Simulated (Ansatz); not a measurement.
H$_{3}$O$_{4}$P, triplet, geometry from GFN2-xTB (a higher spin typed on purpose: for a closed-shell molecule this is an excited state); HF/pcseg-1 (Ansatz, a first-principles code).

Ansatz was given this input:
Ansatz 0.2 input:
```yaml
crystal:
  periodic: [false, false, false]
  atoms:
    - {symbol: O, position_ang: [0.77918714, 0.89800259, 1.38981789]}
    - {symbol: P, position_ang: [-0.01342712, -0.03654108, 0.29402552]}
    - {symbol: O, position_ang: [1.07614325, -0.55931002, -0.64721325]}
    - {symbol: O, position_ang: [-0.93075699, -1.31479553, -0.92120897]}
    - {symbol: O, position_ang: [-0.86101349, 1.15096454, -0.32530846]}
    - {symbol: H, position_ang: [1.63291358, 0.52824969, 1.60995054]}
    - {symbol: H, position_ang: [-0.53564913, -2.18592303, -0.95431307]}
    - {symbol: H, position_ang: [-1.40433700, 0.80689686, -1.03471785]}
basis:
  gaussian:
    orbitals: pcseg-1.json
    point_charges:
      - {charge: -1.0, position_ang: [-3.9382, -1.4375, 3.4751]}
hamiltonian:
  xc: hf
magnetization: {spin_polarized: true, initial_magnetization: 2}
```
The basis file holds pcseg-1 in the JSON format of the Basis Set Exchange.

Output, abridged:

```
Functional definition: HF
835 factors; integrals over basis functions are off by at most 9.7e-4 eV
mean field evaluation 1: about -17457.6738 eV, gradient 3.5e1 eV
mean field evaluation 2: about -17457.8271 eV, gradient 3.5e1 eV
mean field evaluation 4: about -17463.0472 eV, gradient 3.7e0 eV
mean field evaluation 8: about -17463.2325 eV, gradient 5.7e-1 eV
mean field evaluation 16: about -17463.2667 eV, gradient 1.6e-1 eV
mean field evaluation 32: about -17463.2754 eV, gradient 2.2e-3 eV
mean field evaluation 64: about -17458.1127 eV, gradient 2.4e1 eV
mean field evaluation 96: about -17463.1236 eV, gradient 7.9e-1 eV
mean field evaluation 128: about -17462.1142 eV, gradient 1.5e0 eV
mean field evaluation 160: about -17463.2754 eV, gradient 2.7e-3 eV
mean field -17463.27538079 eV, -641.7635332107 hartree, gradient 3.8e-5 eV, S^2 2.057411; 1 other end points of the search recorded, 0 dependent functions left out
reference -17463.27538079 eV, -641.7635332107 hartree; 26, 24 occupied and 63, 65 virtual orbitals, 835 factors
Total energy: -17463.27538079 eV, -641.7635332107 hartree
```
